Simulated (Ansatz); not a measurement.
Consider the formal loss of a carbene: `CCB1CC1` → `CB1CC1` + `[CH2]` (triplet).

Program: Ansatz. Geometries: PBE0-D4/def2-TZVP. ΔE: electronic, gas phase. CBS: MP2 limit from def2 TZ/QZ plus the TZ coupled-cluster correction, frozen cores. This one scheme is used for every species. Triplets are unrestricted, without spin–orbit coupling. One conformer a species, not always the lowest.

```csv
species,CCSD/CBS(def2) energy (Eh)
`CCB1CC1`,-182.34533
`CB1CC1`,-143.09683
`[CH2]` (triplet),-39.09164
```

**Question.** Work out ΔE.

**Answer.** ΔE = (-143.09683) + (-39.09164) − (-182.34533) = 0.15686 Eh = +4.27 eV. CCSD(T)/CBS gives +4.38 eV.

Largest T1 diagnostic among the species: 0.011.

The D4 term adds +0.11 eV with B3LYP and +0.06 eV with PBE0; it sums over pairs of atoms, weighted by their polarisabilities, and B3LYP, whose exchange is more repulsive, gets the larger term. In def2-TZVPP, CCSD(T) changes the Hartree–Fock value by +1.42 eV (the triples alone add +0.12 eV) and MP2 by +1.55 eV. From PBE to PBE0 (25 % exact exchange), in def2-TZVPP and without D4, ΔE moves by −0.07 eV.

B3LYP here is the variant with VWN-RPA as its local correlation; programs differ in this.
